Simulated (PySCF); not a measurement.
C6H10 (SMILES C#CC(C)(C)C), singlet, geometry from GFN2-xTB; DF-CAMB3LYP/pcseg-1 in PySCF.

Here is a job for PySCF.
```python
from pyscf import gto, scf, dft

mol = gto.Mole()
mol.atom = '''
    C     0.37205408    2.13478752    0.91482573
    C     0.18280804    1.04892365    0.44949782
    C    -0.04769912   -0.27369003   -0.11728506
    C    -1.36221211   -0.83067141    0.44173821
    C    -0.13512098   -0.15112351   -1.64306831
    C     1.11886486   -1.18979603    0.27073291
    H     0.53800375    3.08698051    1.32287132
    H    -1.31268526   -0.90743262    1.52591825
    H    -1.55425823   -1.81982528    0.03073218
    H    -2.19319868   -0.17810613    0.18210112
    H    -0.30735647   -1.12930649   -2.08773226
    H     0.78962081    0.25679851   -2.04586328
    H    -0.95252131    0.50896567   -1.92578819
    H     1.19586196   -1.27053344    1.35301959
    H     2.05749067   -0.79337410   -0.11087263
    H     0.96687421   -2.18474775   -0.14303390
'''
mol.basis = 'pcseg-1'
mol.verbose = 4
mol.max_memory = 1800
mol.build()

mf = dft.RKS(mol)
mf.xc = 'camb3lyp'
mf = mf.density_fit(auxbasis='def2-universal-jkfit')
mf.kernel()
```

Question: Predict the main parts of the log of this PySCF run.

Answer: 
```
PySCF version 2.14.0

[INPUT] verbose = 4
[INPUT] num. atoms = 16
[INPUT] num. electrons = 46
[INPUT] charge = 0
[INPUT] spin (= nelec alpha-beta = 2S) = 0
[INPUT] symmetry False subgroup None
[INPUT] Mole.unit = angstrom
[INPUT] Symbol           X                Y                Z      unit          X                Y                Z       unit  Magmom
[...]
nuclear repulsion = 227.851598918919
number of shells = 38
number of NR pGTOs = 220
number of NR cGTOs = 134
basis = pcseg-1
ecp = {}

******** <class 'pyscf.df.df_jk.DFRKS'> ********
method = DFRKS
initial guess = minao
damping factor = 0
level_shift factor = 0
DIIS = <class 'pyscf.scf.diis.CDIIS'>
diis_start_cycle = 1
diis_space = 8
diis_damp = 0
SCF conv_tol = 1e-09
SCF conv_tol_grad = None
SCF max_cycles = 50
direct_scf = False
XC library pyscf.dft.libxc version 7.1.2
    S. Lehtola, C. Steigemann, M. J. T. Oliveira, and M. A. L. Marques,  SoftwareX 7, 1–5 (2018)
XC functionals = camb3lyp
    T. Yanai, D. P. Tew, and N. C. Handy,  Chem. Phys. Lett. 393, 51 (2004)
radial grids:
    Treutler-Ahlrichs [JCP 102, 346 (1995); DOI:10.1063/1.469408] (M4) radial grids

becke partition: Becke, JCP 88, 2547 (1988); DOI:10.1063/1.454033
pruning grids: <function nwchem_prune>
grids dens level: 3
symmetrized grids: False
atomic radii adjust function: <function treutler_atomic_radii_adjust>
small_rho_cutoff = 0
Set gradient conv threshold to 3.16228e-05
Initial guess from minao.
tot grids = 182792
******** <class 'pyscf.df.df.DF'> ********
auxbasis = def2-universal-jkfit
Create RSH-DF object <pyscf.df.df.DF object> for omega=0.33
******** <class 'pyscf.df.df.DF'> ********
auxbasis = auxmol.basis = def2-universal-jkfit
init E= -235.11691108315
[...]
cycle= 1 E= -234.373695116001  delta_E= 0.743  |g|= 0.335  |ddm|= 3.98
[...]
cycle= 2 E= -234.392277407482  delta_E= -0.0186  |g|= 0.231  |ddm|= 0.655
[...]
cycle= 3 E= -234.405411482624  delta_E= -0.0131  |g|= 0.0278  |ddm|= 0.214
[...]
cycle= 4 E= -234.405512326354  delta_E= -0.000101  |g|= 0.0216  |ddm|= 0.0581
[...]
cycle= 5 E= -234.405621079857  delta_E= -0.000109  |g|= 0.005  |ddm|= 0.0207
[...]
cycle= 6 E= -234.405626790782  delta_E= -5.71e-06  |g|= 0.00106  |ddm|= 0.00525
[...]
cycle= 7 E= -234.405627099324  delta_E= -3.09e-07  |g|= 9.45e-05  |ddm|= 0.00132
[...]
cycle= 8 E= -234.405627102323  delta_E= -3e-09  |g|= 2.83e-05  |ddm|= 0.000245
[...]
cycle= 9 E= -234.405627102523  delta_E= -2e-10  |g|= 9.2e-06  |ddm|= 3.6e-05
[...]
Extra cycle  E= -234.405627102528  delta_E= -5.4e-12  |g|= 8.56e-06  |ddm|= 2.55e-05
converged SCF energy = -234.405627102528
```
